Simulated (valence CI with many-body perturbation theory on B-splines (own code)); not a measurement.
Results of a calculation; reference values are marked as such.
Hyperfine factors and g values of Te XL

Method: relativistic CI+MBPT: three valence electrons over a frozen Dirac-Fock core [Ne], radial functions for each j: 11 s, 11 p, 10 d, 8 f, 5 g, 2 h, with the one-electron correlation potential Σ1, the two-electron term Σ2, the three-electron term Σ3, Breit, model QED; selected CI, second order for the rest, scaled by the run's own slope (own B-spline code, finite nucleus).

No measured spectrum was set against this ion. As an estimate, large intervals hold to a few tenths of a per cent, small ones and those within an open d or f shell to about a per cent.

A/g_I is the dipole constant over the nuclear g factor μ/I (μ in nuclear magnetons, uniformly magnetised nucleus), B/Q the quadrupole constant per barn. Both hold the static response of the core; the bare values leave it out. Large factors of s and p1/2 electrons are usually good to 5 to 10 %; those of open d and f shells near neutrality can be off by tens of per cent, and small factors of p3/2, d and f electrons come from cancelling terms and can be off by a factor of two or in sign, in half-filled shells by more. B is blank for J = 1/2, where it vanishes, and for nearly pure S terms. Energies count from the lowest level.

Levels are named by their leading jj configuration (3d3/2^4 stands for four electrons in 3d with j = 3/2), which in mixed levels can hold well under half, so a name can repeat and another be missing. Letters in brackets count levels of one name in rising energy.

```csv
Level,E (eV),g,A/g_I (MHz),A/g_I bare,B/Q (MHz/b),B/Q bare
(3s^2 3p1/2) J=1/2,0.00,0.658,402000,392000,,
(3s^2 3p3/2) J=3/2,69.20,1.328,64700,64500,120000,118000
(3s 3p1/2^2) J=1/2,95.43,2.334,1160000,1130000,,
(3s 3p1/2 3p3/2) J=3/2 [a],148.52,1.675,314000,308000,97500,95700
(3s 3p1/2 3p3/2) J=5/2,159.01,1.386,359000,351000,56200,55200
(3s 3p1/2 3p3/2) J=3/2 [b],173.77,0.921,11000,12200,94100,92500
(3s 3p1/2 3p3/2) J=1/2,182.03,1.171,-299000,-289000,,
(3s 3p3/2^2) J=5/2,216.37,1.343,182000,178000,15200,15600
(3s^2 3d3/2) J=3/2,216.79,0.855,17200,18600,12100,12900
(3s^2 3d5/2) J=5/2,240.02,1.254,155000,152000,76200,75600
(3s 3p3/2^2) J=1/2,251.70,1.814,1250000,1210000,,
(3s 3p3/2^2) J=3/2,256.57,1.193,-160000,-153000,-38200,-37500
(3p1/2^2 3p3/2) J=3/2,271.78,1.243,43400,44900,99600,98000
(3s 3p1/2 3d3/2) J=3/2 [a],285.59,0.526,-102000,-97800,33000,33200
(3s 3p1/2 3d3/2) J=5/2,292.37,1.057,308000,301000,-6220,-5050
(3s 3p1/2 3d3/2) J=1/2,309.06,0.336,-475000,-460000,,
(3s 3p1/2 3d5/2) J=5/2 [a],309.53,1.314,101000,100000,8660,9850
(3s 3p1/2 3d3/2) J=3/2 [b],309.82,1.332,229000,225000,19300,19100
(3s 3p1/2 3d5/2) J=7/2,315.06,1.257,234000,229000,-5160,-3540
(3s 3p1/2 3d5/2) J=3/2,320.54,1.308,-120000,-114000,-21900,-21000
(3s 3p1/2 3d5/2) J=5/2 [b],321.31,1.177,85300,84800,16200,16800
(3p1/2 3p3/2^2) J=5/2,342.86,1.052,114000,112000,64700,64000
(3p1/2 3p3/2^2) J=3/2,349.67,1.165,-39900,-36700,43200,42800
(3p1/2 3p3/2^2) J=1/2,350.16,0.663,382000,371000,,
(3s 3p3/2 3d3/2) J=3/2 [a],365.00,1.378,228000,224000,-12500,-13000
(3s 3p3/2 3d3/2) J=5/2 [a],365.16,1.291,177000,175000,19500,18800
(3s 3p3/2 3d3/2) J=1/2 [a],365.68,2.350,629000,615000,,
(3s 3p3/2 3d3/2) J=7/2,366.91,1.325,204000,201000,64200,63500
(3s 3p3/2 3d5/2) J=9/2,366.96,1.328,171000,168000,148000,147000
(3s 3p3/2 3d5/2) J=3/2 [a],379.72,1.131,-72200,-68000,-58500,-57300
(3s 3p3/2 3d5/2) J=5/2 [a],382.72,1.328,253000,248000,-59200,-57700
(3s 3p3/2 3d3/2) J=3/2 [b],389.60,1.114,5030,7270,-68300,-67000
(3s 3p3/2 3d5/2) J=7/2 [a],392.23,1.162,64500,64400,134000,133000
(3s 3p3/2 3d3/2) J=5/2 [b],397.47,0.927,-54000,-50600,93800,93300
(3s 3p3/2 3d3/2) J=1/2 [b],399.07,0.616,-15800,-14000,,
(3s 3p3/2 3d5/2) J=7/2 [b],402.93,1.187,69400,69200,95200,94900
(3p1/2^2 3d3/2) J=3/2,406.07,0.746,37300,37000,16900,17800
(3s 3p3/2 3d5/2) J=1/2,410.26,0.672,-159000,-154000,,
(3s 3p3/2 3d5/2) J=3/2 [b],415.58,1.301,288000,282000,36900,37000
(3s 3p3/2 3d5/2) J=5/2 [b],417.26,1.124,-95900,-91100,-43600,-41900
```

Problem. Take the isotope of mass number 125, with I = 1/2, μ = -0.887 μN. What is the hyperfine structure of (3s 3p1/2^2) J=1/2?

Solution. From the table A = -2060000 MHz. Shifts from the centre of gravity in MHz: F = 0: 1540000, F = 1: -515000.
